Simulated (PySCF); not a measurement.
trisilylphosphine (H9PSi3), singlet, geometry from GFN2-xTB. Base run: DF-PBE0/def2-SVP (PySCF).

Here is a job for PySCF.
```python
from pyscf import gto, scf, dft

mol = gto.Mole()
mol.atom = '''
    Si   -0.73150406    1.82305785   -0.40791737
    P     0.18821174   -0.17350413   -0.73727730
    Si    1.86473710   -0.16240545    0.72209052
    Si   -1.27528289   -1.52970289    0.24227527
    H     0.23660144    2.81452484   -0.86999042
    H    -1.05477390    2.07124934    1.00037921
    H    -1.95510257    1.86016427   -1.20489688
    H     2.82295740    0.83662120    0.25571496
    H     2.44340496   -1.50357383    0.70954322
    H     1.42887523    0.17189027    2.08138167
    H    -0.68465939   -2.86566528    0.23155487
    H    -2.49681096   -1.47983083   -0.55717985
    H    -1.57497050   -1.13611115    1.62237473
'''
mol.basis = 'def2-svp'
mol.verbose = 4
mol.build()

mf = dft.RKS(mol)
mf.xc = 'pbe0'
mf = mf.density_fit(auxbasis='def2-universal-jkfit')
mf.kernel()
mf.analyze()
```

Each row names what was changed in the base input (with any setting that the change needs).

| change | basis functions | E (Eh) | HOMO (eV) | HOMO-LUMO gap (eV) | dipole (D) |
|---|---|---|---|---|---|
| base | 117 | -1214.35759 | -7.03 | 7.15 | 0.81 |
| basis = ANO-RCC-VDZP; relativity = spin-free X2C (without mf = mf.density_fit(auxbasis='def2-universal-jkfit')) | 117 | -1217.43322 | -7.02 | 6.93 | 0.63 |
| basis = x2c-SVPall; relativity = spin-free X2C; nucleus = Gaussian (with mol.nucmod = 'G'; without mf = mf.density_fit(auxbasis='def2-universal-jkfit')) | 117 | -1216.96505 | -7.03 | 7.14 | 0.80 |
| basis = x2c-SVPall; relativity = spin-free X2C (without mf = mf.density_fit(auxbasis='def2-universal-jkfit')) | 117 | -1216.96579 | -7.03 | 7.14 | 0.80 |
| basis = jorge-DZP-DKH; relativity = spin-free X2C (without mf = mf.density_fit(auxbasis='def2-universal-jkfit')) | 141 | -1217.37472 | -7.02 | 7.03 | 0.69 |
| basis = ANO-RCC-VDZP; relativity = spin-free X2C; nucleus = Gaussian (with mol.nucmod = 'G'; without mf = mf.density_fit(auxbasis='def2-universal-jkfit')) | 117 | -1217.43238 | -7.02 | 6.93 | 0.63 |
| basis = x2c-SVPall; relativity = none (without mf = mf.density_fit(auxbasis='def2-universal-jkfit')) | 117 | -1214.10485 | -7.04 | 7.15 | 0.82 |
| basis = jorge-DZP-DKH; relativity = spin-free X2C; nucleus = Gaussian (with mol.nucmod = 'G'; without mf = mf.density_fit(auxbasis='def2-universal-jkfit')) | 141 | -1217.37391 | -7.02 | 7.03 | 0.69 |
| basis = ANO-RCC-VDZP; relativity = none (without mf = mf.density_fit(auxbasis='def2-universal-jkfit')) | 117 | -1214.20274 | -7.03 | 6.95 | 0.65 |
| basis = jorge-DZP-DKH; relativity = none (without mf = mf.density_fit(auxbasis='def2-universal-jkfit')) | 141 | -1214.38666 | -7.02 | 7.04 | 0.70 |

Absolute energies of different levels of theory aren't comparable as measures of quality.

Basis sets contracted for a relativistic Hamiltonian are a mismatch without it, so the rows without relativity aren't non-relativistic limits. No row has spin-orbit coupling; sets with core potentials leave out the core electrons.
